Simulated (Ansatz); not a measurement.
H3NSn (SMILES [NH2][SnH]) moved off its minimum; all values from Ansatz (an electronic-structure program), cores frozen in correlated methods. Elements past Kr take the def2 small-core potentials, without spin–orbit coupling.
(charge 0, multiplicity 1)
```xyz
5

Sn    -0.1093     0.1660     0.2919
H     -0.5347     1.4092    -0.9844
N      0.6754    -1.0322    -1.1365
H      0.7886    -0.8910    -2.1893
H      1.1063    -1.8959    -0.9121
```

Forces at r2SCAN/def2-TZVPP (eV/Å):

```tsv
atom	Fx	Fy	Fz
Sn1	-0.064	0.309	-0.627
H2	0.080	-0.292	0.396
N3	0.016	0.815	-2.296
H4	-0.393	0.005	2.161
H5	0.361	-0.836	0.366
```

Task: Give the forces (eV/Å), the total energy and the dipole at CCSD(T)/def2-TZVPPD.

Result: 
```json
[
 {"atom": "Sn1", "Fx": "-0.131", "Fy": "0.406", "Fz": "-0.475"},
 {"atom": "H2", "Fx": "0.054", "Fy": "-0.233", "Fz": "0.370"},
 {"atom": "N3", "Fx": "0.097", "Fy": "0.675", "Fz": "-2.420"},
 {"atom": "H4", "Fx": "-0.398", "Fy": "0.018", "Fz": "2.166"},
 {"atom": "H5", "Fx": "0.378", "Fy": "-0.866", "Fz": "0.358"}
]
```
Energy -269.9137 hartree, dipole 0.88 D.
